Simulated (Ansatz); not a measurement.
Program: Ansatz. Geometries: PBE0-D4/def2-TZVP. ΔE: electronic, gas phase. CCSD(T)/CBS is the MP2 limit (def2-TZVPP, def2-QZVPP) plus CCSD(T) − MP2 in def2-TZVPP, frozen cores. This one scheme is used for every species. Functionals use def2-TZVPP. B3LYP here is the variant with VWN-RPA as its local correlation; programs differ in this. HSE06 is defined as in plane-wave codes. For Br outer-core shells are correlated without core-valence functions, which leaves a few kJ/mol of doubt a bond. Scalar relativity is left out up to krypton.

Consider the hydrogenolysis of a C–Si bond: `[SiH3][C@H]1B[Si@@H]1Br` + H₂ → `Br[SiH]1BC1` + SiH₄.

```json
{"level": "LDA (SPW92)", "ΔE (kcal/mol)": "-0.4", "difference from CCSD(T)/CBS": "-1.5"}
{"level": "PBE-D4", "ΔE (kcal/mol)": "0.0", "difference from CCSD(T)/CBS": "-1.1"}
{"level": "r2SCAN-D4", "ΔE (kcal/mol)": "0.7", "difference from CCSD(T)/CBS": "-0.4"}
{"level": "B97M-V", "ΔE (kcal/mol)": "-0.6", "difference from CCSD(T)/CBS": "-1.7"}
{"level": "B3LYP-D4", "ΔE (kcal/mol)": "-0.9", "difference from CCSD(T)/CBS": "-2.0"}
{"level": "ωB97X-V", "ΔE (kcal/mol)": "0.7", "difference from CCSD(T)/CBS": "-0.4"}
{"level": "PBE-QIDH", "ΔE (kcal/mol)": "1.0", "difference from CCSD(T)/CBS": "-0.1"}
{"level": "PBE0", "ΔE (kcal/mol)": "-1.2", "difference from CCSD(T)/CBS": "-2.3"}
{"level": "r2SCANh", "ΔE (kcal/mol)": "0.2", "difference from CCSD(T)/CBS": "-0.9"}
{"level": "HSE06", "ΔE (kcal/mol)": "-1.2", "difference from CCSD(T)/CBS": "-2.3"}
{"level": "CAM-B3LYP", "ΔE (kcal/mol)": "-3.4", "difference from CCSD(T)/CBS": "-4.5"}
{"level": "CCSD/def2-SVP", "ΔE (kcal/mol)": "-3.8", "difference from CCSD(T)/CBS": "-4.9"}
{"level": "HF/def2-TZVPP", "ΔE (kcal/mol)": "-4.0", "difference from CCSD(T)/CBS": "-5.1"}
{"level": "MP2/def2-TZVPP", "ΔE (kcal/mol)": "1.9", "difference from CCSD(T)/CBS": "0.8"}
{"level": "SCS-MP2/def2-TZVPP", "ΔE (kcal/mol)": "0.2", "difference from CCSD(T)/CBS": "-0.9"}
{"level": "HF/CBS(def2)", "ΔE (kcal/mol)": "-3.9", "difference from CCSD(T)/CBS": "-5.0"}
{"level": "CCSD(T)/CBS", "ΔE (kcal/mol)": "1.1", "difference from CCSD(T)/CBS": "0"}
```

Largest T1 diagnostic among the species: 0.012.

At CCSD(T), def2-SVP lies −4.5 kcal/mol from the extrapolated value and def2-TZVPP −1.2 kcal/mol. From BLYP to BHLYP (50 % exact exchange), in def2-TZVPP and without D4, ΔE moves by +2.4 kcal/mol.
